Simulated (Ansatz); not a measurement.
# Worked example: the enthalpy of CH3Br + NH3 → CH5N + HBr

Species: CH3Br (bromomethane) `CBr`, singlet; NH3 (ammonia) `N`, singlet; CH5N (methylamine) `CN`, singlet; HBr (hydrogen bromide), singlet. The partners trade Br for NH2: C–Br and H–NH2 bonds give way to C–NH2 and H–Br.

Shapes, held fixed at every level: PBE0-D4/def2-TZVP. Programs: Ansatz 0.2.0. The zero-point and thermal terms to 298 K, harmonic and unscaled (PBE0-D4/def2-TZVP), stand in the table.

At CCSD(T)/def2-TZVPP; 1 Eh = 2625.50 kJ/mol:

| species | energy (Eh) | H(298 K) − E (kJ/mol) | tabulated ΔfH (kJ/mol) |
| --- | --- | --- | --- |
| CH3Br | -2612.542543 | 108.4 | -36.4 |
| NH3 | -56.475945 | 100.5 | -45.6 |
| CH5N | -95.699696 | 180.0 | -20.9 |
| HBr | -2573.308574 | 24.6 | -35.9 |

Q: Work out the reaction enthalpy at 298 K from the calculation and from the table of heats.

A: 
1. Electronic: (-95.699696) + (-2573.308574) − [(-2612.542543) + (-56.475945)] = 0.010218 Eh = +26.8 kJ/mol.
2. Zero-point and thermal: (180.0) + (24.6) − [(108.4) + (100.5)] = -4.3 kJ/mol.
3. Computed ΔH = +22.5 kJ/mol.
4. From the heats of formation (Active Thermochemical Tables): (-20.9) + (-35.9) − [(-36.4) + (-45.6)] = +25.2 kJ/mol.
5. Computed less tabulated: -2.7 kJ/mol. Tabulated heats carry uncertainties of their own.

Relativity is left out for Br unless named. Correlated rows may include outer-core shells of Br, which these sets cover unevenly.
